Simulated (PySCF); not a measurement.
An unknown is described by computed data only.

Formula: C4H9BN2.

- Rotational structure: rotational constants A, B, C: 3.684, 1.472, 1.066 GHz [PBE0-D3(BJ)/def2-SVP]
- Valence photoelectron: vertical ionisation energy: 8.53 eV [ΔSCF wB97X-D/def2-SVPD]
- UV, first state: lowest singlet excitation: 5.80 eV (214 nm, f = 0.000) [TDDFT wB97X-D/def2-SVPD]
- Dipole: 0.37 D [wB97X-D/def2-SVPD]
- 13C NMR: chemical shifts (computed TMS as zero) by class: 105.7 (1 C), 88.3 (1 C), 32.2 (1 C), 4.2 (1 C) ppm [GIAO CAM-B3LYP/pcSseg-1]
- NMR, other nuclei: isotropic shieldings of nuclei other than C and H, by class: 78 (1 B), 191 (1 N), 201 (1 N) ppm [GIAO CAM-B3LYP/pcSseg-1]
- Couplings: largest of the computed one-bond spin–spin couplings (means over like bonds): 13C–13C +163.5, 13C–1H +139.4 (×3), 13C–1H +137.1 (×3), 13C–11B +110.0, 15N–1H -87.3 (×2), 15N–1H -82.0, 13C–13C +73.7, 15N–11B -37.6 Hz [B3LYP/pcJ-1, spin–dipole term left out for some pairs]

Gas-phase values; electronic properties from PySCF, density fitting. Levels stand in brackets. Geometry: PBE0-D3(BJ)/def2-SVP, one conformer, isolated molecule. NMR values are class means; diastereotopic atoms form classes of their own.

**Question.** Give a SMILES that accounts for the data.

**Answer.** Numbering: `[CH3:1][C:2]#[C:3][B:4]([NH2:5])[NH:6][CH3:7]`. 4 carbons fall into 4 classes; from least to most shielded: alkyne carbon [C2] (105.7 ppm), alkyne carbon [C3] (88.3 ppm), N-methyl carbon [C7] (32.2 ppm), propargylic carbon [C1] (4.2 ppm). The other shieldings belong to: 78 ppm, three-coordinate boron [B4]; 191 ppm, boron-bound nitrogen [N6]; 201 ppm, boron-bound nitrogen [N5]. The couplings run between: +163.5 Hz, alkyne carbon [C2] and alkyne carbon [C3]; +139.4 Hz, N-methyl carbon [C7] and its hydrogen (with 2 like pairs); +137.1 Hz, propargylic carbon [C1] and its hydrogen (with 2 like pairs); +110.0 Hz, alkyne carbon [C3] and three-coordinate boron [B4]; -87.3 Hz, boron-bound nitrogen [N5] and its hydrogen (with 1 like pair); -82.0 Hz, boron-bound nitrogen [N6] and its hydrogen; +73.7 Hz, propargylic carbon [C1] and alkyne carbon [C2]; -37.6 Hz, boron-bound nitrogen [N6] and three-coordinate boron [B4]. The first electron is taken from the HOMO, whose largest Löwdin shares are 0.44 on a boron-bound nitrogen, 0.22 on a boron-bound nitrogen, 0.10 on the N-methyl carbon and 0.07 on the three-coordinate boron. By its constants the optimised geometry is an asymmetric top. Structure: `CC#CB(N)NC`. Computed isomers that give other values at the same levels: `C=C[C@@H]1CNBN1` (13C chemical shifts (computed TMS as zero) by class: 157.3 (1 C), 122.2 (1 C), 63.2 (1 C), 53.5 (1 C) ppm); `C=C[B@H-](C#N)[NH2+]C` (13C chemical shifts (computed TMS as zero) by class: 162.1 (1 C), 135.5 (1 C), 119.5 (1 C), 31.9 (1 C) ppm); `C#CB(N)N(C)C` (13C chemical shifts (computed TMS as zero) by class: 97.0 (1 C), 92.7 (1 C), 38.8 (2 C) ppm). The assignments are read from this structure; whether some other isomer fits the data as well wasn't checked.

The values belong to the conformer `[CH3:1][C:2]#[C:3][B:4]([NH2:5])[NH:6][CH3:7]`: C3–B4–N6–C7 -1°, H–N5–B4–C3 1°, H–N5–B4–C3 180°.
